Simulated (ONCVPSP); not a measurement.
caesium (Cs), ONCV: configuration errors across variants

* Element: caesium (Cs)
* Generator: ONCVPSP 4.0.1
* Type: optimised norm-conserving Vanderbilt (ONCV)
* Functional: PBE
* Relativity: scalar-relativistic
* Frozen core: [Kr] 4d10
* Valence charge: 9
* Reference configuration: 5s2 5p6 6s1
* Partial waves: 5s+6s: rc 3.30 bohr, ncon 5, nbas 8, qcut 3 1/bohr, 2 projectors; 5p: rc 2.60 bohr, ncon 4, nbas 7, qcut 4.4 1/bohr, 3 projectors, debl 2.4 Ha; d scattering state at 0.28 Ha: rc 2.85 bohr, ncon 3, nbas 6, qcut 3.8 1/bohr, 3 projectors, debl 0.6 Ha
* Local potential: polynomial inside 2.25 bohr (lpopt 5, dvloc0 2 Ha)
* Core correction: none

In the d channel the program set the typed energies aside and used 0.050, 0.650, 1.250 Ha.

All-electron excitation energies from the reference (eV): (1) 5s2 5p6 6s0 3.863; (2) 5s2 5p6 6s0.5 1.471; (3) 5s2 5p6 6s0 6p1 1.371; (4) 5s2 5p5 6s1 17.865.

A true bound ghost makes a file unfit for plane-wave use even where its test errors are small: the radial tests pick states by their node count and pass the ghost by.

Errors AE − PS in meV (a dash: test not solved or not reliable):

| change | (1) | (2) | (3) | (4) | bound ghosts | GHOST(+) flags above zero |
| --- | --- | --- | --- | --- | --- | --- |
| base | -0.4 | -0.1 | 0.0 | -11 | none | none |
| local potential polynomial inside 2.25 bohr (lpopt 5, dvloc0 -1.5 Ha) | -0.4 | -0.1 | 0.0 | -11 | none | s, p |
| local potential polynomial inside 2.25 bohr (lpopt 5, dvloc0 0 Ha) | -0.4 | -0.1 | 0.0 | -12 | none | none |
| local potential polynomial inside 2.25 bohr (lpopt 5, dvloc0 1 Ha) | -0.4 | -0.1 | +0.1 | -12 | none | none |
| local potential polynomial inside 2.25 bohr (lpopt 5, dvloc0 3 Ha) | -0.4 | -0.1 | 0.0 | -12 | none | none |
| local potential polynomial inside 2.25 bohr (lpopt 5, dvloc0 5.5 Ha) | -0.4 | -0.1 | 0.0 | -12 | none | d |
| local potential polynomial inside 2.25 bohr (lpopt 5, dvloc0 9 Ha) | -0.4 | -0.1 | 0.0 | -13 | s | none |

(1) Give the same row for: local potential polynomial inside 2.25 bohr (lpopt 5, dvloc0 7.5 Ha).

Results:

(1) -0.4, -0.1, 0.0, -12; bound ghosts: none; GHOST(+) flags above zero: s.
